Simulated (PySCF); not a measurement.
Job file and geometry (Å, from GFN2-xTB) of an NMR shielding run on `InChI=1S/C2H12NPSi2/c4-6-2-1-3-5/h3H,1-2,4,6H2,5H3`, PySCF 2.14.0, density-fitted response routines, GIAO PBE0/pcSseg-1 NMR shielding, non-relativistic, gas phase; density fitting, a coarse starting grid and PySCF grid level 2 are the driver's defaults:

```
$ OMP_NUM_THREADS=1 python probes_run.py task.json out

{"job": {"kind": "nmr", "xc": "PBE0", "basis": "pcSseg-1"}, "charge": 0, "multiplicity": 1}
Si     2.113984     1.018893     0.468242
N      1.314192    -0.028918    -0.637997
C      0.816381    -1.329385    -0.269677
C     -0.468555    -1.299811     0.564236
Si    -1.912560    -0.375998    -0.270003
P     -1.860412     1.776829     0.355179
H      3.199924     0.217886     1.033463
H      1.290097     1.550205     1.567344
H      2.581060     2.119029    -0.372578
H      0.725920     0.405065    -1.334503
H      0.640190    -1.912366    -1.181093
H      1.604522    -1.828907     0.300767
H     -0.765917    -2.328217     0.769545
H     -0.247308    -0.832095     1.525487
H     -1.859821    -0.576647    -1.727735
H     -3.190716    -0.917038     0.208758
H     -2.984282     2.132206    -0.370057
H     -1.005456     2.215586    -0.641035
```

Problem. Write the output of this run.

Solution. 
```
coarse grid: 15552 points
cycle   1  E = -1057.8557575734  dE =  2.676e-01  |g| = 4.249e-01  |ddm| = 3.682e+00
cycle   2  E = -1057.8303135045  dE =  2.544e-02  |g| = 5.421e-01  |ddm| = 9.793e-01
cycle   3  E = -1057.8984990771  dE = -6.819e-02  |g| = 6.187e-02  |ddm| = 6.045e-01
cycle   4  E = -1057.8992284393  dE = -7.294e-04  |g| = 2.487e-02  |ddm| = 8.635e-02
cycle   5  E = -1057.8993722549  dE = -1.438e-04  |g| = 5.827e-03  |ddm| = 3.032e-02
cycle   6  E = -1057.8993796540  dE = -7.399e-06  |g| = 1.798e-03  |ddm| = 7.261e-03
final grid: 133656 points
cycle   7  E = -1057.9312422429  dE = -2.485e-05  |g| = 8.200e-03  |ddm| = 2.911e-02
cycle   8  E = -1057.9312298141  dE =  1.243e-05  |g| = 1.073e-02  |ddm| = 1.930e-02
cycle   9  E = -1057.9312594993  dE = -2.969e-05  |g| = 6.331e-04  |ddm| = 1.109e-02
cycle  10  E = -1057.9312595711  dE = -7.187e-08  |g| = 2.309e-04  |ddm| = 8.142e-04
cycle  11  E = -1057.9312595820  dE = -1.086e-08  |g| = 5.570e-05  |ddm| = 2.482e-04
cycle  12  E = -1057.9312595827  dE = -6.753e-10  |g| = 1.341e-05  |ddm| = 7.335e-05
converged SCF energy = -1057.9312595827

GIAO shielding tensors (ppm)
atom      isotropic    diamagn.    paramagn.     s11        s22        s33       span
  0 Si     406.586     880.850    -474.264    359.163    384.926    475.670    116.506
  1 N      236.703     325.425     -88.722    205.011    231.520    273.577     68.566
  2 C      139.539     243.125    -103.586    116.893    142.379    159.344     42.451
  3 C      167.134     253.935     -86.801    151.438    170.678    179.287     27.849
  4 Si     398.228     880.791    -482.563    358.760    395.483    440.442     81.682
  5 P      610.982     967.914    -356.932    544.241    602.457    686.248    142.008
  6 H       27.244      29.706      -2.462     23.569     25.393     32.771      9.202
  7 H       26.749      30.508      -3.759     22.124     27.264     30.860      8.736
  8 H       27.180      29.644      -2.464     24.070     24.851     32.618      8.548
  9 H       31.842      35.646      -3.804     25.250     30.162     40.113     14.862
 10 H       28.575      30.092      -1.517     23.185     27.835     34.705     11.520
 11 H       28.563      30.462      -1.899     23.182     28.161     34.346     11.164
 12 H       30.621      31.045      -0.424     25.085     28.710     38.067     12.982
 13 H       30.430      33.057      -2.627     27.777     29.071     34.442      6.664
 14 H       27.196      30.243      -3.047     23.887     25.359     32.341      8.454
 15 H       27.470      29.443      -1.973     23.534     25.606     33.271      9.737
 16 H       30.404      29.608       0.797     24.825     26.659     39.729     14.903
 17 H       30.609      31.965      -1.356     25.131     29.372     37.323     12.192
```

Problem. Turn these shieldings into chemical shifts. Scale: TMS for 29Si (σ = 349.16 ppm) and 13C (σ = 186.93 ppm) and 1H (σ = 31.72 ppm); 15N (σ = 267.73 ppm) vs NH3; H3PO4 for 31P (σ = 318.38 ppm) (reference shieldings calculated alike).

Solution. Averaging equivalent atoms: Si 4: -49.1; Si 0: -57.4; N 1: 31.0; C 2: 47.4; C 3: 19.8; P 5: -292.6; H 6/7/8: 4.66; H 14/15: 4.38; H 10/11: 3.15; H 16/17: 1.21; H 12/13: 1.19; H 9: -0.12 ppm. Experimental scales use liquid or dissolved standards, which lie at an offset from isolated NH3 (liquid NH3: subtract about 20 ppm) and H3PO4.

Size and cost of the density-fitted run: 183 basis functions, 29 s wall time on 1 thread of an Arm Neoverse V1, shared host; peak memory 0.84 GiB.
